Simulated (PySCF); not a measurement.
# Pt²⁺ (platinum, charge +2) across methods

[Xe] 4f14 5d8, high-spin 3F determinant. All numbers are calculated (PySCF 2.14, scalar relativity through the core potential, in def2-SVPD with the def2 core potential (60 electrons) (6s4p2d1f, 35 functions)).

```
 method  E (hartree)  mean ε 5p β (eV)  mean ε 5d α (eV)  mean ε 5d β (eV)  Σ⟨r²⟩ (bohr²)   ⟨S²⟩
wB97M-V    -118.1554           -81.959           -30.797           -29.598          33.30  2.001
    LDA    -117.9890           -75.759           -26.702           -25.470          33.69  2.000
    UHF   -117.49164           -87.925           -32.786           -31.044          33.00  2.003
  TPSSh    -118.2010           -77.402           -27.244           -26.066          33.30  2.001
    PBE    -118.2501           -75.821           -26.609           -25.420          33.46  2.000
   PBE0    -118.2241           -79.126           -28.383           -27.084          33.25  2.001
r2SCAN0    -118.2277           -79.960           -28.660           -27.261          33.08  2.001
 r2SCAN    -118.2720           -77.082           -26.958           -25.632          33.15  2.001
   MN15    -118.0203           -78.636           -28.850           -27.703          33.60  2.001
```

Energies and moments cover only the electrons outside the core potential. Spin-orbit coupling, absent here, splits the open shell strongly.
